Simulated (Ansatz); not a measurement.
Sn3Cl8. The state is a singlet with charge 0. Geometry r2SCAN-D4/def2-SVP.

```xyz
11

Sn   -0.8059   -1.3771   -1.7834
Cl   -2.5943    0.1364   -1.9049
Cl   -0.0437   -1.7815   -3.9582
Cl   -1.6194   -3.3884   -0.9062
Sn    1.1327   -0.2171   -0.0847
Cl    2.6879    0.9646   -1.3832
Cl    2.3108   -1.9203    1.0165
Sn    0.0157    1.5259    1.8370
Cl   -0.4560    3.6166    0.8963
Cl    1.3766    1.8600    3.7110
Cl   -2.0044    0.5809    2.5598
```

In the def2 sets Sn takes a core potential; there is no spin–orbit coupling. B3LYP takes the VWN-RPA correlation.

Problem. Estimate the orbital energies around the gap (eV) in Ansatz with PBE-D4/def2-TZVP, r2SCAN-D4/def2-TZVP, r2SCANh-D4/def2-TZVP, B3LYP-D4/def2-TZVP, PBE0-D4/def2-TZVP.

Solution. 
| orbital | PBE-D4/def2-TZVP | r2SCAN-D4/def2-TZVP | r2SCANh-D4/def2-TZVP | B3LYP-D4/def2-TZVP | PBE0-D4/def2-TZVP |
| --- | --- | --- | --- | --- | --- |
| HOMO−13 | -8.65 | -9.06 | -9.60 | -9.82 | -10.13 |
| HOMO−12 | -8.63 | -9.04 | -9.58 | -9.79 | -10.11 |
| HOMO−11 | -8.62 | -9.04 | -9.57 | -9.79 | -10.10 |
| HOMO−10 | -8.59 | -9.00 | -9.53 | -9.75 | -10.07 |
| HOMO−9 | -8.56 | -8.98 | -9.51 | -9.72 | -10.03 |
| HOMO−8 | -8.48 | -8.89 | -9.41 | -9.62 | -9.92 |
| HOMO−7 | -8.44 | -8.85 | -9.37 | -9.58 | -9.89 |
| HOMO−6 | -8.37 | -8.77 | -9.30 | -9.51 | -9.82 |
| HOMO−5 | -8.36 | -8.77 | -9.29 | -9.50 | -9.81 |
| HOMO−4 | -8.35 | -8.75 | -9.28 | -9.49 | -9.80 |
| HOMO−3 | -8.28 | -8.67 | -9.18 | -9.40 | -9.72 |
| HOMO−2 | -8.25 | -8.65 | -9.15 | -9.37 | -9.68 |
| HOMO−1 | -8.22 | -8.63 | -9.12 | -9.30 | -9.56 |
| HOMO | -7.56 | -7.89 | -8.28 | -8.42 | -8.65 |
| LUMO | -5.09 | -5.04 | -4.80 | -4.69 | -4.42 |
| LUMO+1 | -3.59 | -3.48 | -3.19 | -3.05 | -2.82 |
| LUMO+2 | -3.40 | -3.34 | -3.09 | -2.89 | -2.75 |
| LUMO+3 | -3.37 | -3.31 | -3.07 | -2.87 | -2.74 |
| LUMO+4 | -1.93 | -1.76 | -1.49 | -1.34 | -1.18 |
| LUMO+5 | -1.91 | -1.71 | -1.41 | -1.31 | -1.10 |
